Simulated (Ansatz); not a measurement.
Relaxation of FH$_{3}$O$_{2}$Zn (7 atoms, charge 0, multiplicity 1), to a largest force component of 0.03 eV/Å in at most 50 steps.

Theory: Ansatz, UHF/def2-SVP.

```xyz
7
Properties=species:S:1:pos:R:3
Zn 0.543 -0.941 -0.310
F 1.368 0.511 -0.923
O -0.150 -2.456 0.298
H -0.121 1.957 -0.267
O -0.916 1.819 0.247
H 0.127 -3.295 -0.030
H -0.851 2.405 0.985
```

Question: Where does it end, and by what steps?

Answer: It converged. After 13 steps the energy has fallen by 0.450 eV; H7 moved furthest, 0.81 Å. Joined: Zn1–O5.

```csv
step,energy less start (eV),largest force component (eV/Å),accepted
0,0.0000,0.500,yes
1,-0.0685,1.010,yes
2,-0.2073,1.121,yes
3,-0.3384,1.075,yes
4,-0.3527,1.572,yes
5,-0.4222,0.742,yes
6,-0.4409,0.382,yes
7,-0.4456,0.157,yes
8,-0.4480,0.049,yes
9,-0.4487,0.034,yes
10,-0.4494,0.059,yes
11,-0.4495,0.076,yes
12,-0.4499,0.031,yes
13,-0.4501,0.011,yes
```

```xyz
7
Properties=species:S:1:pos:R:3
Zn 0.413 -0.537 -0.332
F 1.529 0.536 -1.239
O -0.328 -2.016 0.369
H 0.012 1.965 -0.122
O -0.531 1.280 0.253
H 0.012 -2.869 0.161
H -1.106 1.641 0.911
```

Whether the end is a true minimum wasn't checked by a vibrational analysis.

Time of the run: 12 s on 2 threads of Intel(R) Xeon(R) 6975P-C (Granite Rapids) (shared host), peak memory 0.24 GiB.
